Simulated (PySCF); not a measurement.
H4Cl2GeOSi, SMILES Cl[SiH](Cl)[O][GeH3], CAM-B3LYP/def2-SVP optimised geometry. Atoms within 1.6 Å of the plane z = 0.0 Å (x, y, z in Å): Si1 (-1.63, -0.62, 0.00), Cl2 (-2.33, 1.32, 0.00), O4 (-0.01, -0.62, 0.00), Ge5 (1.35, 0.08, -0.93), H6 (-2.15, -1.32, 1.18), H7 (1.95, 1.19, -0.06), H8 (2.33, -1.07, -1.15).

Calculation: CAM-B3LYP/def2-TZVP in PySCF 2.14.0. Cells within 0.4 Å of a nucleus heavier than hydrogen are left out (blank, or x).

Map of the HOMO−1 amplitude (bohr^(-3/2)) on the plane z = 0.0 Å; orbital energy -10.64 eV, overall sign arbitrary:

```
|3333333333333333333333333333333|
|3333333333333333333333333333333|
|3333333333333333333333333333333|
|3333333333333333333333333333333|
|3333333333333333333333333333333|
|3333333333333333333333333333333|
|3333332223333333333333333333333|
|3333322112233333333333333333333|
|3333221001233333333333333333333|
|3333210001233333333322223333333|
|3333322xx2333333333221122333333|
|333334xxx5443333333210012333333|
|3334456776543333332210012333333|
|3344456876543333332211122333333|
|3344455666543322222211122333333|
|3334445555432222232211222333333|
|333344444xx3220x343222222333333|
|333333333xx322xxx54322223333333|
|333333322xx3347x964332233333333|
|3333333222223468754433333333333|
|3333333222223455554433333333333|
|3333333332233444444433333333333|
|3333333333333344444333333333333|
|3333333333333344443333333333333|
|3333333333333333333333333333333|
|3333333333333333333333333333333|
|3333333333333333333333333333333|
|3333333333333333333333333333333|
|3333333333333333333333333333333|
|3333333333333333333333333333333|
|3333333333333333333333333333333|
```
Scale: ten equal steps from -0.059 (start of '0') to 0.092 (end of '9'), in the order '0123456789'; x runs from -4.50 to 4.50, y from -4.50 (bottom) to 4.50 (top).
